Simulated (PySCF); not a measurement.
Peak assignment

Geometry (Å), atoms numbered from 1 in this order:
```xyz
14

C    -2.9965    0.9723    0.4827
C    -2.1876   -0.0433    0.2386
O    -0.8491    0.1728    0.0214
C    -0.0163   -0.8313   -0.2249
F    -0.5509   -2.0683   -0.2478
C     1.2930   -0.7113   -0.4482
O     1.9029    0.5271   -0.4396
C     3.2123    0.5694   -0.6696
O     3.9304   -0.3603   -0.8856
H    -2.6293    1.9816    0.5164
H    -4.0425    0.8074    0.6526
H    -2.5225   -1.0709    0.1979
H     1.9212   -1.5672   -0.6427
H     3.5344    1.6215   -0.6280
```

PySCF 2.14.0 with density-fitted response routines calculation with NMR shieldings at PBE0/pcSseg-1/GIAO and GFN2-xTB structure; non-relativistic, in vacuum, one conformer.

Scale: 13C and 1H vs TMS (reference shieldings calculated alike).

Problem. Assign these signals to the numbered atoms. 13C{1H} NMR (computed): δ 162.3 (C), 160.6 (CH), 148.0 (CH), 106.1 (CH), 101.6 (CH2).

Solution. 
```tsv
δ (ppm)	atoms	environment	reason
162.3	C4	alkene carbon bearing oxygen	an sp2 carbon further deshielded by the attached heteroatom
160.6	C8	ester carbonyl carbon	it is a carbonyl in resonance with an O or N lone pair, the region of acids, esters and amides
148.0	C2	alkene carbon bearing oxygen	an sp2 carbon further deshielded by the attached heteroatom
106.1	C6	alkene carbon bearing oxygen	–
101.6	C1	β carbon of an enol-ether or enamine type C=C	the O or N lone pair pushes π density onto this β carbon and shields it
```

C4 and C8 lie closer than the usual error of such a calculation, so a measured spectrum could show them in the other order.

Problem. Assign these signals to the numbered atoms. 1H NMR (600 MHz, computed): δ 8.06 (s, 1H), 7.61 (m, 1H), 7.22 (m, 1H), 5.20 (m, 1H), 4.83 (m, 1H).

Solution. 
| δ (ppm) | atoms | environment | reason |
| --- | --- | --- | --- |
| 8.06 | H14 | hydrogen on an ester carbonyl carbon | – |
| 7.61 | H13 | hydrogen on an alkene carbon bearing oxygen | attached to an sp2 carbon and in the plane of the double bond |
| 7.22 | H12 | hydrogen on an alkene carbon bearing oxygen | – |
| 5.20 | H10 | hydrogen on a β carbon of an enol-ether or enamine type C=C | attached to an sp2 carbon and in the plane of the double bond |
| 4.83 | H11 | hydrogen on a β carbon of an enol-ether or enamine type C=C | – |

Splittings by 19F in the carbon and heteronuclear signals aren't shown, as no couplings were computed. Shifts are as computed. Against solution values, carbons near 30 ppm lie about +3 ppm off and those near 130 ppm about +5 ppm. Of 1211 compounds with measured shifts, 218 miss one by over three times the rms of a fit or turn the order of signals round; such compounds aren't used in these exercises. Multiplicities follow the n + 1 count of equivalent neighbours, as no J values were calculated; m marks all less simple cases, F and P coupling included.
